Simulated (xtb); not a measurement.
C2H8GeOSi, SMILES C[Si@H]1O[CH2][GeH2]1. All values are semi-empirical tight-binding results from xtb (GFN2-xTB unless named), good for trends rather than for accurate numbers. The structure is a stationary point at GFN2-xTB. The structure was generated by enumeration; whether it is a known compound was not checked.

Optimised geometry:

Bond lengths (Å): C1–Si2 1.891, C1–H6 1.084, C1–H7 1.086, C1–H8 1.085, Si2–O3 1.627, Si2–Ge5 2.376, Si2–H9 1.467, O3–C4 1.437, C4–Ge5 2.014, C4–H10 1.092, C4–H11 1.094, Ge5–H12 1.523, Ge5–H13 1.521. Bond angles (°): Si2–C1–H6 110.2, Si2–C1–H7 112.3, Si2–C1–H8 110.1, H6–C1–H7 108.3, H6–C1–H8 107.8, H7–C1–H8 107.9, C1–Si2–O3 113.4, C1–Si2–Ge5 121.1, C1–Si2–H9 113.0, O3–Si2–Ge5 80.4, O3–Si2–H9 111.6, Ge5–Si2–H9 113.0, Si2–O3–C4 110.7, O3–C4–Ge5 98.8, O3–C4–H10 107.7, O3–C4–H11 108.0, Ge5–C4–H10 118.3, Ge5–C4–H11 115.8, H10–C4–H11 107.2, Si2–Ge5–C4 69.6, Si2–Ge5–H12 128.8, Si2–Ge5–H13 127.9, C4–Ge5–H12 108.7, C4–Ge5–H13 109.0, H12–Ge5–H13 101.8.
Charge 0, spin multiplicity 1.

For metal compounds this method's bond lengths and energies can be far off.

| Property | Result |
|---|---|
| orbital gap | 4.27 eV |
| zero-point energy | 56.1 kcal/mol |
| G − E(el) at 298.15 K (modified RRHO) | 35.3 kcal/mol |

Problem. Give the atomic charges and the Wiberg bond orders between heavy atoms. (The exact figures need the calculation; the answer reports its results.)

Solution. charges (e) C1 -0.20, Si2 0.54, O3 -0.39, C4 -0.01, Ge5 0.05, H6 0.02, H7 0.05, H8 0.04, H9 -0.06, H10 0.02, H11 0.02, H12 -0.03, H13 -0.04. Bond orders C1–Si2 0.88, Si2–O3 1.21, O3–C4 0.96, Si2–Ge5 0.65, C4–Ge5 0.92.
